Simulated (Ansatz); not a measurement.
System: H$_{2}$Se (charge +1, doublet). 
Geometry from a B3LYP-D3(BJ)/def2-TZVP (Ansatz, a quantum-chemistry and plane-wave program) optimisation:
```
Se
H 1 1.4885
H 1 1.4885 2 91.60
```
Charge +1, spin multiplicity 2.

Basis-set convergence of Hartree-Fock and CCSD correlation energies (hartree) with Ansatz. Correlated levels leave the core frozen unless marked. Open shells are spin-unrestricted. Spin-orbit coupling is left out. Frozen are the shells of the preceding noble gas and the d and f shells that filled before the atom's block. Non-relativistic.

| basis | functions | E(HF) | E(corr, CCSD) |
|---|---|---|---|
| def2-SVPD | 57 | -2400.38593 | -0.13179 |
| def2-TZVPPD | 91 | -2400.68318 | -0.15877 |
| def2-QZVPPD | 164 | -2400.73058 | -0.16767 |

Extrapolating the two largest sets (X = 3 and 4) as X^-3: E(corr) = (64·(-0.16767) - 27·(-0.15877))/37 = -0.1742 Eh, an estimate of the basis-set limit. The largest set recovers 96.3 % of it, the smallest 75.7 %.
